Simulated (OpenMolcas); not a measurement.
V2+: moving or changing the point charges

V2+ among 2 point charges of -2 e arranged as a linear pair (D∞h), 1.77 Å from the ion.
```
   0.0000    0.0000    1.7700  -2.00
   0.0000    0.0000   -1.7700  -2.00
```

```yaml
Program: OpenMolcas 26.06
Method: CASSCF
Basis: ANO-RCC-VDZP [5s4p2d1f]
Scalar_Hamiltonian: DKH2, point nucleus
Active_space: 3 electrons in 5 orbitals (3d)
State_averaging: 2S+1 = 4 even, 10 roots; 2S+1 = 2 even, 40 roots
Spin-orbit_coupling: state interaction with AMFI integrals over the reference wave functions
```

Runs around this geometry, states (labels by Λ). Energies in cm-1 above the lowest state or level, χT in cm3 K/mol.

| R (Å) | q (e) | Ground state | First state of that spin | First gap with spin-orbit (degeneracies) | χT at 300 K | First state of another spin |
| --- | --- | --- | --- | --- | --- | --- |
| 1.77 | -1 | 4Π | 4Σ 1016 | 71.2 (2, 2) | 1.688 | 2H 13975 |
| 1.77 | -2 | 4Σ | 4Π 3474 | 10.3 (2, 2) | 1.840 | 2Γ 12774 |
| 1.85 | -2 | 4Σ | 4Π 1754 | 18.5 (2, 2) | 1.791 | 2Δ 12877 |

Taking the first state of the same spin as R^-n, n = -ln(1754 / 3474) / ln(1.85 / 1.77) = 15.5 between the shortest and longest distance.

The ground state changes within this set.

Without dynamic correlation the repulsion within the d shell is too large (B by tens of per cent), so at a given field states of lower spin stand too high. Point charges carry no covalency, so the field is a model and not that of real ligands. No measured value stands beside these numbers.
